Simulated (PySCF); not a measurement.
# Core-level binding energies of tetrathioarsenate(V) anion

Compound: tetrathioarsenate(V) anion, AsS4 (charge -3).
SMILES with atom numbers: `[S:1]=[As:2]([S-:3])([S-:4])[S-:5]`

Geometry (PBE0-D3(BJ)/def2-SVP, Å), atoms numbered from 1 in this order:
```
atom  x, y, z in Å
S1     0.4503    0.4203    2.3153
As2    0.1913    0.1902    0.1255
S3    -1.1896   -1.4973   -0.2841
S4     2.1568   -0.2213   -0.8130
S5    -0.6535    2.0599   -0.7189
```

Computed with PySCF, delta-SCF UKS SCAN, pcX-2 on the ionised atom, pcseg-1 elsewhere, spin-free X2C. Binding energies are ΔSCF values: E(core-ionised, relaxed orbitals) − E(ground state) at a fixed geometry, referred to the vacuum level.

Problem. What binding energy does each computed site have?

Solution. 
```
    atom(s)  bonded to  level  binding energy (eV)  count
S1/S3/S4/S5         As   S 1s              2461.79      4
```

Problem. Which photon energy gives electrons from S 1s of S1/S3/S4/S5 a kinetic energy of 50 eV, and what is their de Broglie wavelength?

Solution. hν = 2461.79 + 50 = 2511.79 eV, recoil neglected; λ = 12.264 Å/√(E/eV) = 1.73 Å.

Problem. Give the binding energy of S 1s of S1/S3/S4/S5 in hartree and in kJ/mol.

Solution. 2461.79 eV = 90.4691 Eh = 237527 kJ/mol.

Atoms equivalent by their bonding share one computed value, that of the first of them. Not every level is listed. No level of arsenic is listed. The species carries charge -3, so core ionisation leaves charge -2. The basis sets have no added diffuse functions. Whether so highly charged an anion holds all its electrons in the gas phase wasn't checked; a finite basis holds them in any case. The ion is multiply charged and computed without counter-ions or solvent.

The run took 5.5 s wall on an Arm Neoverse V2 with one thread (shared host), and the process peaked at 0.52 GiB of memory.
